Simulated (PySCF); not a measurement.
A calculated (r2SCAN, PySCF 2.14, 6-31G*, no relativity, point nucleus) atom or ion has these occupied shells.

| shell | electrons | orbital energy (eV) | rms radius, mean of both spins (bohr) |
| --- | --- | --- | --- |
| 1s α | 1 | -3153.3 | 0.0999 |
| 1s β | 1 | -3152.7 | 0.0999 |
| 2s α | 1 | -330.48 | 0.451 |
| 2s β | 1 | -330.12 | 0.451 |
| 2p α | 3 | -263.62 | 0.419 |
| 2p β | 3 | -262.92 | 0.419 |
| 3s α | 1 | -52.918 | 1.44 |
| 3s β | 1 | -48.758 | 1.44 |
| 3p α | 3 | -37.163 | 1.58 |
| 3p β | 1 | -34.453 | 1.58 |

Problem. Name the element and its charge.

Solution. Ar²⁺ (argon, charge +2), in [Ne] 3s2 3p4, high-spin 3P determinant.
